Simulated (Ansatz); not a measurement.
Born–Oppenheimer molecular dynamics of ClF4GeH (7 atoms, charge 0, multiplicity 1). It starts at the highest image of a converged band. Of that band: A vibrational analysis at the climbing image gives one clearly imaginary mode, 425i cm⁻¹, and a faint second one (34i cm⁻¹) that may be numerical noise or a soft torsion: probably a first-order saddle point.

All numbers below come from RKS r2SCAN/def2-SVP in Ansatz.

```yaml
ensemble: NVE (velocity Verlet)
time_step: 0.5 fs
steps_asked: 200
starting_velocities_drawn_for: 300 K
seed: 9434
```

Frames 5 fs apart, positions in Å.

Velocities at 5 fs (Å/ps):

```
Ge -2.98 -1.06 0.37
Cl 0.77 1.08 -1.15
F -1.14 -0.78 0.05
F 5.08 6.12 -1.05
F 4.61 -1.28 -0.34
F 1.13 -1.67 0.76
H 5.51 -6.39 24.87
```

```xyz
7
Properties=species:S:1:pos:R:3 time_fs=5 energy_less_start_eV=0.022 T=267
Ge -0.288 -0.006 -0.045
Cl 0.051 0.005 2.406
F 1.441 -0.004 -0.134
F -0.602 1.494 -0.872
F -0.604 -1.465 -0.866
F -1.933 -0.008 0.804
H -1.277 -0.036 2.100
7
Properties=species:S:1:pos:R:3 time_fs=10 energy_less_start_eV=0.049 T=225
Ge -0.303 -0.010 -0.044
Cl 0.057 0.011 2.402
F 1.433 -0.008 -0.133
F -0.576 1.518 -0.874
F -0.581 -1.473 -0.868
F -1.926 -0.017 0.805
H -1.267 -0.062 2.219
7
Properties=species:S:1:pos:R:3 time_fs=15 energy_less_start_eV=0.038 T=242
Ge -0.319 -0.009 -0.045
Cl 0.067 0.016 2.403
F 1.421 -0.012 -0.129
F -0.549 1.528 -0.868
F -0.561 -1.484 -0.873
F -1.917 -0.025 0.797
H -1.255 -0.072 2.327
7
Properties=species:S:1:pos:R:3 time_fs=20 energy_less_start_eV=-0.007 T=310
Ge -0.335 -0.004 -0.050
Cl 0.080 0.021 2.409
F 1.403 -0.015 -0.121
F -0.523 1.524 -0.854
F -0.543 -1.495 -0.878
F -1.908 -0.034 0.781
H -1.217 -0.068 2.434
7
Properties=species:S:1:pos:R:3 time_fs=25 energy_less_start_eV=-0.041 T=363
Ge -0.351 0.003 -0.057
Cl 0.098 0.025 2.420
F 1.381 -0.019 -0.108
F -0.499 1.512 -0.837
F -0.527 -1.505 -0.883
F -1.901 -0.042 0.758
H -1.202 -0.058 2.553
7
Properties=species:S:1:pos:R:3 time_fs=30 energy_less_start_eV=-0.048 T=375
Ge -0.365 0.007 -0.068
Cl 0.118 0.030 2.437
F 1.359 -0.023 -0.089
F -0.481 1.503 -0.822
F -0.515 -1.510 -0.888
F -1.898 -0.049 0.730
H -1.149 -0.039 2.679
7
Properties=species:S:1:pos:R:3 time_fs=35 energy_less_start_eV=-0.064 T=399
Ge -0.377 0.006 -0.080
Cl 0.142 0.035 2.458
F 1.341 -0.027 -0.065
F -0.469 1.507 -0.814
F -0.506 -1.511 -0.891
F -1.902 -0.056 0.702
H -1.107 -0.018 2.813
7
Properties=species:S:1:pos:R:3 time_fs=40 energy_less_start_eV=-0.109 T=469
Ge -0.386 0.000 -0.093
Cl 0.167 0.040 2.483
F 1.328 -0.031 -0.034
F -0.463 1.526 -0.816
F -0.501 -1.508 -0.897
F -1.914 -0.061 0.677
H -1.046 0.006 2.934
7
Properties=species:S:1:pos:R:3 time_fs=45 energy_less_start_eV=-0.144 T=523
Ge -0.393 -0.009 -0.108
Cl 0.194 0.046 2.511
F 1.321 -0.035 0.003
F -0.464 1.553 -0.823
F -0.500 -1.506 -0.906
F -1.933 -0.065 0.656
H -0.985 0.032 3.039
7
Properties=species:S:1:pos:R:3 time_fs=50 energy_less_start_eV=-0.148 T=529
Ge -0.399 -0.016 -0.124
Cl 0.222 0.051 2.541
F 1.319 -0.040 0.045
F -0.469 1.578 -0.833
F -0.503 -1.508 -0.921
F -1.954 -0.068 0.638
H -0.938 0.057 3.127
7
Properties=species:S:1:pos:R:3 time_fs=55 energy_less_start_eV=-0.147 T=528
Ge -0.404 -0.019 -0.141
Cl 0.249 0.057 2.574
F 1.317 -0.044 0.090
F -0.478 1.592 -0.840
F -0.509 -1.516 -0.945
F -1.971 -0.069 0.622
H -0.879 0.083 3.191
7
Properties=species:S:1:pos:R:3 time_fs=60 energy_less_start_eV=-0.161 T=550
Ge -0.409 -0.018 -0.157
Cl 0.276 0.062 2.608
F 1.310 -0.049 0.138
F -0.489 1.589 -0.844
F -0.517 -1.525 -0.973
F -1.979 -0.069 0.606
H -0.851 0.108 3.255
```

Of the whole run (100 fs, mean temperature of the second half 680 K): The conserved energy stayed within 0.0092 meV per atom of its start (net change 0.002 meV per atom), so the integration is sound. The kinetic energy rose, since the run started high on the potential surface and went downhill. It ends in pieces (ClH + F4Ge), so much of that is their flight and rotation, not heat. A run of 0.1 ps of so small a system gives no equilibrium averages. The orbitals stay closed-shell, which can raise the energy where a bond breaks towards radicals; this wasn't checked here.

Run time: 8.6 min on 4 threads of Arm Neoverse V1 (shared host), peak memory 0.19 GiB.
